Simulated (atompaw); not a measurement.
How hard is this phosphorus (P) PAW (atompaw) potential?

| Item | Value |
| --- | --- |
| Element | P (Z = 15) |
| Generator | atompaw 4.2.0.5 |
| Type | PAW |
| Functional | LDA (PW92) |
| Relativity | scalar-relativistic |
| Frozen core | [Ne] |
| Valence charge | 5 |
| Reference configuration | 3s2 3p1 (charge +2) |
| Partial waves | 3s (bound): rc 1.90 bohr; 3s channel at -0.45 Ry: rc 1.85 bohr; 3p (bound): rc 1.90 bohr; 3p channel at 1.5 Ry: rc 1.90 bohr; 3d channel at 0.05 Ry: rc 1.90 bohr; 3d channel at 0.7 Ry: rc 1.90 bohr |
| Local potential | bessel scheme, radius 1.40 bohr |
| Core correction | smooth core density matched at 1.70 bohr |
| Augmentation charge | besselshape compensation charge, radius 1.85 bohr; PAW radius 1.90 bohr; waves and projectors: custom polynom vanderbiltortho |

The pseudo-atom Hamiltonian at the reference potential is diagonalised in spherical Bessel functions j_l(qr) that vanish at 20 bohr, with q² up to the cutoff. All-electron valence levels (Ry): 3s -2.4999, 3p -1.7927.

Q: How do the lowest levels (Ry) of each channel move with the cutoff, and are there ghosts?

A:

```csv
cutoff (Ry),s #1,p #1,p #2,d #1,d #2,f #1,Σ f·Δε (mRy)
8,-2.4933,-1.7806,-0.5965,-0.8108,-0.3440,-0.2866,25.3
10,-2.4960,-1.7896,-0.6001,-0.8381,-0.3522,-0.2868,10.8
12,-2.4982,-1.7921,-0.6013,-0.8603,-0.3589,-0.2869,3.9
15,-2.4994,-1.7926,-0.6016,-0.8757,-0.3636,-0.2869,1.1
18,-2.4998,-1.7926,-0.6016,-0.8863,-0.3668,-0.2869,0.3
21,-2.4998,-1.7926,-0.6016,-0.8884,-0.3674,-0.2870,0.3
25,-2.4998,-1.7927,-0.6016,-0.8889,-0.3676,-0.2870,0.2
400,-2.4999,-1.7927,-0.6016,-0.8891,-0.3676,-0.2870,0.0
```

Result: no extra level below or beside the all-electron valence levels (s, p, d, f tested); 10 mRy is reached at 12 Ry and 1 mRy at 18 Ry.
